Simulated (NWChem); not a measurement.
CH4O3Si; SMILES O[SiH]1OCO1

```xyz
9

O      0.4023    -1.9223     0.0000
Si    -0.4500    -0.5043     0.0000
O      0.0040     0.7048    -1.1169
C      0.2778     1.5653     0.0000
O      0.0040     0.7048     1.1169
H      1.3730    -1.8381     0.0000
H     -1.8680    -0.9493     0.0000
H     -0.4003     2.4502     0.0000
H      1.3407     1.9047     0.0000
```
Atoms are numbered in this order, from 1.

Results from NWChem. All runs use the structure optimised with PBE-D3(BJ)/def2-SVP. Atomic charges in e: unrestrained fits to the electrostatic potential beside Mulliken populations; buried atoms are poorly determined by the fit.

Problem. What does the run give for B3LYP/def2-SVP? Quantities: ESP O1; Mulliken O1; ESP Si2; Mulliken Si2; ESP O3; Mulliken O3; ESP C4; Mulliken C4; ESP O5; Mulliken O5; relative RMS misfit of the potential (%).

Solution. 
| Item | Value |
|---|---|
| ESP O1 | -0.69 |
| Mulliken O1 | -0.37 |
| ESP Si2 | 1.17 |
| Mulliken Si2 | 0.79 |
| ESP O3 | -0.64 |
| Mulliken O3 | -0.49 |
| ESP C4 | 0.58 |
| Mulliken C4 | 0.40 |
| ESP O5 | -0.64 |
| Mulliken O5 | -0.49 |
| relative RMS misfit of the potential (%) | 22 |
